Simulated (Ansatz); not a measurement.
Coupled-cluster diagnostics for the cluster Sb4⁻, Ansatz.

Geometry of the doublet (PBE0-D4/def2-SVPD):

```csv
atom,x (Å),y (Å),z (Å)
Sb1,1.252,1.075,0.096
Sb2,-1.563,1.128,-0.252
Sb3,0.652,-1.362,-1.225
Sb4,-0.340,-0.842,1.382
```

In the def2 sets Sb takes a core potential; there is no spin–orbit coupling. Correlated methods freeze 16 core orbitals; core or outer-core shells of Sb are correlated, in sets that lack core-valence functions. The structure comes from a short search, and lower isomers may exist.

Geometry of the charge -1 quartet (PBE0-D4/def2-SVPD):

```xyz
4

Sb    1.133   -0.966    1.181
Sb    0.298    1.690    0.825
Sb    0.369   -1.090   -1.517
Sb   -1.800    0.366   -0.489
```

(1) Estimate the CCSD(T) correlation energy, the shares of MP2 and (T), T1 and the reference's ⟨S²⟩ for: charge -1, doublet, own geometry in def2-SVPD; charge -1, quartet, own geometry in def2-SVPD; charge 0, singlet, vertical in def2-SVPD; and the rough time on 4 threads of Arm Neoverse N1 on a shared host.

Results:

(1) 
| state | basis | correlation (eV) | MP2 share (%) | (T) share (%) | T1 | ⟨S²⟩ (pure) | wall time | remarks |
| --- | --- | --- | --- | --- | --- | --- | --- | --- |
| charge -1, doublet, own geometry | def2-SVPD | -14.342 | 92.4 | 6.0 | 0.016 | 0.81 (0.75) | 4.4 min | – |
| charge -1, quartet, own geometry | def2-SVPD | -13.499 | 90.1 | 5.6 | 0.016 | 3.81 (3.75) | 90 s | – |
| charge 0, singlet, vertical | def2-SVPD | -14.422 | 92.9 | 6.5 | 0.013 | 0.00 (0.00) | 70 s | restricted SCF unstable |
Customary marks for T1 are 0.02 (closed shells), 0.045 (open shells) and about 0.05 (3d metals). T1 stays under 0.02 throughout.
